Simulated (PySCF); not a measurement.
# Deuteron quadrupole couplings in `P[SiH2][SiH2]C1CC1`

Species: C3H11PSi2.
Z-matrix (Å and degrees, PBE0-D3(BJ)/def2-SVP geometry), rows numbered from 1:
```
P 
Si  1  2.2718
Si  2  2.3491  1  108.11
C   3  1.8711  2  111.19  1   164.13
C   4  1.5100  3  121.44  2    28.86
C   5  1.4926  4   60.35  3  -110.03
H   1  1.4291  2   93.53  3    66.73
H   1  1.4290  2   94.72  3   160.61
H   2  1.4981  1  106.95  3   119.42
H   2  1.4984  1  112.71  3  -122.70
H   3  1.4987  2  107.94  1   -74.32
H   3  1.4983  2  108.47  1    41.73
H   4  1.0967  3  114.03  2   173.74
H   5  1.0953  4  118.53  6   108.18
H   5  1.0932  4  117.69  6  -108.64
H   6  1.0932  4  117.45  5   108.60
H   6  1.0946  4  118.58  5  -108.11
```

Level: PBE0/pcSseg-1 (PySCF, non-relativistic); Q(2H) = 0.00286 b; rigid geometry, the same for H and D, with no vibrational averaging.

Question: Rank these positions by the coupling χzz of a deuteron there, largest first.
A. H15 (methylene hydrogen)
B. H8 (P–H hydrogen)
C. H10 (Si–H hydrogen)

Answer: A (206 kHz), B (114 kHz), C (94 kHz).

Give the electric field gradient Vzz (the principal value of largest size), its asymmetry and the 2H coupling at each hydrogen.

```csv
atom,bonded to,bond length (Å),Vzz (au),η,χzz (kHz)
H7,P1,1.429,0.1695,0.09,114
H8,P1,1.429,0.1704,0.08,114
H9,Si2,1.498,0.1406,0.02,95
H10,Si2,1.498,0.1400,0.02,94
H11,Si3,1.499,0.1393,0.02,94
H12,Si3,1.498,0.1391,0.02,93
H13,C4,1.097,0.3023,0.08,203
H14,C5,1.095,0.3015,0.08,203
H15,C5,1.093,0.3063,0.08,206
H16,C6,1.093,0.3064,0.08,206
H17,C6,1.095,0.3017,0.08,203
```

Average by the element that carries the hydrogen.

on P: 114 kHz over 2 positions, mean bond length 1.429 Å; on Si: 94 kHz over 4 positions, mean bond length 1.498 Å; on C: 204 kHz over 5 positions, mean bond length 1.095 Å.

Geometry: PBE0-D3(BJ)/def2-SVP, one conformer, isolated molecule. The small basis limits the accuracy of the gradients.

These values come from a run that also computed NMR shieldings. Time: 72 s of wall time; peak memory 0.86 GiB. Hardware: an Intel Xeon at 2.50 GHz with one thread, no GPU, on a shared host.
